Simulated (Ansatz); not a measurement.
Harmonic frequencies (cm⁻¹) at PBE0-D4/def2-TZVP from Ansatz: 48, 74, 81, 119, 128, 172, 284, 422, 449, 602, 922, 934, 1314, 1461, 1464, 3089, 3188, 3202.

Each molecule was computed in one conformer, which needn't be the lowest.

(1) Which molecule is it?
A. `C[Se][Ga]([Cl])[Cl]`
B. `[NH2][Ga]([NH2])[Br]`
C. `[F][GaH][Cl]`
D. `[NH2][Ga]([NH2])[Cl]`

## Answers

(1) A.
